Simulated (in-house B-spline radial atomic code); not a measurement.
Response and correlation along the 10-electron series, closed shell [He] 2s2 2p6; the second-order energy is extrapolated in partial waves. Computed with an all-electron radial atomic-structure program (B-spline basis): relativistic RPA and second-order many-body perturbation theory on Dirac-Hartree-Fock.

```
  ion   Z  dipole polarisability (bohr³)  quadrupole polarisability (bohr⁵)  ratio of RPA to uncoupled dipole  second order correlation energy (Eh)  C6 of two such ions (Eh bohr⁶)
Ru34+  44                     0.00047871                         1.4536e-05                            1.0057                              -0.42248                      2.0838e-05
Rh35+  45                     0.00043209                          1.244e-05                            1.0055                              -0.42322                      1.7869e-05
Pd36+  46                     0.00039092                         1.0684e-05                            1.0053                              -0.42396                      1.5377e-05
Ag37+  47                     0.00035446                         9.2066e-06                            1.0052                               -0.4247                      1.3275e-05
Cd38+  48                     0.00032208                         7.9589e-06                             1.005                              -0.42547                      1.1497e-05
In39+  49                     0.00029325                         6.9011e-06                            1.0049                              -0.42623                      9.9864e-06
Sn40+  50                     0.00026752                         6.0012e-06                            1.0048                                -0.427                      8.6991e-06
Sb41+  51                     0.00024449                         5.2331e-06                            1.0047                              -0.42779                      7.5983e-06
Te42+  52                     0.00022383                         4.5753e-06                            1.0046                              -0.42858                       6.654e-06
```

How fast does the dipole polarisability fall along the series?

From 0.0004787 to 0.0002238 bohr³; a fit of its logarithm against log Z from Z = 44 to 52 has slope -4.55.
